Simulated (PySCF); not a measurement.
Species: [ReO4]- (charge -1 and singlet state).
SMILES: `[O]=[Re-](=[O])(=[O])=[O]`

Method: PySCF, PBE0-D3(BJ)/def2-SVP geometry optimisation, gas phase, def2 core potentials past Kr.

Masses are those of the commonest isotopes; rigid-rotor values at the optimised geometry. 

Question: Give the principal moments of inertia and the rotational constants in MHz.

Answer: Ia = 127.48, Ib = 127.51, Ic = 127.61 u·Å²; 505379 MHz·u·Å²/I gives A = 3964, B = 3963, C = 3960 MHz.

Question: What kind of rotor is it?

Answer: A spherical top, as the point group Td requires three equal moments; the computed ones differ by 0.10 % because the geometry is symmetric only within the optimiser's tolerance.

The point group Td allows no dipole (computed: 0.00 D (about the centre of mass, as the species is charged)), so a rigid rotor has no electric-dipole lines.

Question: Estimate the classical rotational partition function at 50 K, 298.15 K and 500 K.

Answer: Point group Td, symmetry number σ = 12; q = (√π/σ)·√((kT/h)³/(ABC)), k/h = 20836.6 MHz/K: 630 at 50 K, 9170 at 298.15 K, 19900 at 500 K.

No PBE0-D3(BJ)/def2-SVP frequencies stand behind this structure, so it isn't proved a minimum. Constants of a rigid frame at the computed geometry: no zero-point averaging, no centrifugal distortion.
